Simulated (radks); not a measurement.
Task: These are the eigenvalues of the occupied orbitals of an atom or ion with whole-number occupations (eV). All-electron calculation, Dirac Kohn-Sham, PBE, spin-unpolarised, spherical densities, finite nucleus; Fermi nuclear charge, rms radius of each element as measured or else 0.836 A^(1/3) + 0.57 fm. Program: a radial shooting solver on a logarithmic mesh with Libxc functionals.

| orbital | eigenvalue |
|---|---|
| 1s1/2 | -70466.18 |
| 2s1/2 | -16095.37 |
| 2p1/2 | -15677.31 |
| 2p3/2 | -14440.64 |
| 4d3/2 | -3344.065 |

Which element is it, and in what charge state? The configuration may be excited. Open shells, if any, fill j = l - 1/2 first.

Result: Z = 72, hafnium, charge +61: Hf61+ in [Ne] 4d1. The list shows which subshells hold electrons but not how many an open one holds; the 1s level, -2589.6 hartree, gives Z - s = 72.0 by -(Z - s)^2/2, which with screening and relativity narrows Z to a few neighbours, and the depths of the outer levels then fix element, charge and occupations together.
